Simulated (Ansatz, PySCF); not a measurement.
Al(Cl)(SeH)2 (AlClH₂Se₂), SMILES [Cl][Al]([SeH])[SeH].

Coordinates come from a B3LYP-D3(BJ)/def2-SVP optimisation. The structure was generated by enumeration; whether it is a known compound was not checked. Other conformers were not sampled.

Vertical ionisation energy (IE) and electron affinity (EA) in eV. Rows of orbital energies are one-electron estimates. Where ΔSCF, EOM or ADC give a negative EA the extra electron is unbound and the value depends on the basis.

| level | IE | EA |
|---|---|---|
| −ε(HOMO), −ε(LUMO), CAM-B3LYP/def2-TZVP (PySCF) | 8.73 | 0.15 |
| −ε(HOMO), −ε(LUMO), PBE/def2-TZVP (PySCF) | 6.35 | 1.89 |
| ΔSCF, PBE/def2-SVPD (Ansatz), final states of multiplicity 2 and 2 | 9.04 | 0.23 |

What vertical singlet–triplet gap does ΔSCF give with PBE/def2-SVPD (Ansatz, an electronic-structure program)? (Estimate from the structure and the level; the computed values follow.)

4.30 eV (triplet above singlet where positive).
